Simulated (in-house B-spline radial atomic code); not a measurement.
What moves the levels of F ([He] 2s2 2p5)? Computed with a B-spline radial code for spherical atoms: Dirac-Hartree-Fock, average of configuration, Fermi nucleus of rms radius 2.8976 fm.

Baseline run (computed): total energy -99.5016 hartree, 1s1/2 at -26.41175 hartree, 2p3/2 at -19.828 eV with <r> = 1.085 bohr.

Scaling the speed of light c (a factor of 100 is close to the non-relativistic limit):

```
c/c0  ΔE (hartree)  2p3/2 level (eV)  2p3/2 <r> (bohr)
 0.9     -0.021705          -19.8193             1.086
0.98    -0.0038137          -19.8264             1.085
1.02      0.003591          -19.8294             1.085
   3      0.082054          -19.8607             1.085
 100       0.09228          -19.8647             1.085
```

The nuclear charge is raised by 0.1. What does the Hellmann-Feynman theorem predict for the energy, and what is found?

dE/dZ ≈ -Σ<1/r>, which is -26.563 at the start and -26.9431 at the end; their mean times 0.1 is -2.6753 hartree, and the two runs differ by -2.6753 hartree.
